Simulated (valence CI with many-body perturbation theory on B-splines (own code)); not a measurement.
Cu²⁴⁺: key properties

Level of theory: relativistic CI+MBPT: three valence electrons over a frozen Dirac-Fock core [He], radial functions for each j: 9 s, 9 p, 8 d, 6 f, 3 g, 1 h, with the one-electron correlation potential Σ1, the two-electron term Σ2, the three-electron term Σ3, Breit, model QED; selected CI, second order for the rest, scaled by the run's own slope (own B-spline code, finite nucleus).

No measured levels were compared; by estimate levels of excited configurations hold to 0.05 to 0.15 % of their energy, terms of the ground configuration to about 0.5 %.

Names give the largest LS component (configuration and term), which can be under half, so a name can repeat, a term be missing and a line seem to break the LS rules; names also repeat where a configuration has a term twice.

Rates and lifetimes use the calculated energies. Strong lines usually hold to 10 to 20 %, long lifetimes can be off by a factor of two.

What is the ground level?

2s²2p ²P°_1/2, composition 98 % 2s²2p ²P°, g = 0.659.

How well does LS coupling describe the low levels?

Among the lowest 20 levels the leading LS term, summed over configurations, holds 90 % on average. For single configurations the figures are 89 % in LS and 85 % in jj coupling. Terms mix most in the J = 1/2 level at 150.6 eV, where the leading one holds 66 %.

Where does the other parity begin?

At 2s2p² ⁴P_1/2, 60.1 eV.

How is the term ²P° of the ground level split?

J = 1/2 at 0.0, J = 3/2 at 23.7 eV.

What is the ionisation energy?

2307.8 eV; NIST lists 2307.3 ± 1 eV (semi-empirical).

What are the static dipole polarisabilities of the lowest levels?

2s²2p ²P°_1/2 0.00856; 2s²2p ²P°_3/2 0.00873 (tensor 0.00081) bohr³, of which the core gives 1.28e-05.

Name the longest-lived excited levels whose lifetime is computed, and their main decay.

2s²2p ²P°_3/2 at 23.7 eV lives 15.9 μs, mostly by M1 to 2s²2p ²P°_1/2; 2s2p² ⁴P_3/2 at 72.4 eV lives 43.1 ns, mostly by E1 to 2s²2p ²P°_3/2; 2s2p² ⁴P_5/2 at 82.1 eV lives 5.18 ns, mostly by E1 to 2s²2p ²P°_3/2.
